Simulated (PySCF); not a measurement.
System (SMILES): [AlH] (AlH) (closed-shell singlet).
Geometry (B3LYP-D3(BJ)/def2-TZVP, fixed):
```xyz
2

Al     0.0000     0.0000    -0.1187
H      0.0000     0.0000     1.5432
```
Charge 0, spin multiplicity 1.

Basis-set convergence of the isotropic shielding of Al1 at PBE0 with PySCF. GIAO, no density fitting; atoms are numbered in the order shown. All functions are spherical. Core-valence sets carry the plain set on hydrogen. No added dispersion term, no relativity. Reference: the value in pcSseg-3, 86.60 ppm, itself unsure by roughly 3.64 ppm (its mean distance from pcseg-4, cc-pCVQZ, cc-pV(5+d)Z).

```
basis              functions  isotropic shielding of Al1 (ppm)
-----------------  ---------  --------------------------------
6-31G**                   23                                 ?
pcseg-1                   23                             75.46
pcSseg-1                  29                             70.33
6-311G**                  32                             80.02
6-311+G**                 36                             81.99
aug-pcseg-1               36                             76.94
aug-cc-pV(D+d)Z           41                                 ?
cc-pV(T+d)Z               53                            106.20
pcSseg-2                  57                             82.39
jun-cc-pV(T+d)Z           62                            107.97
6-311++G(3df,3pd)         65                                 ?
aug-cc-pV(T+d)Z           78                            106.09
pcseg-3                   97                                 ?
def2-QZVPPD              109                             82.13
pcSseg-3                 109                             86.60
aug-cc-pV(Q+d)Z          135                            119.64
cc-pCVQZ                 139                             89.45
cc-pV(5+d)Z              155                             83.43
```

Task: Some entries are withheld; supply them.

Result: 
- 6-31G**, isotropic shielding of Al1 (ppm): 145.91
- aug-cc-pV(D+d)Z, isotropic shielding of Al1 (ppm): 166.23
- 6-311++G(3df,3pd), isotropic shielding of Al1 (ppm): 88.51
- pcseg-3, isotropic shielding of Al1 (ppm): 80.67
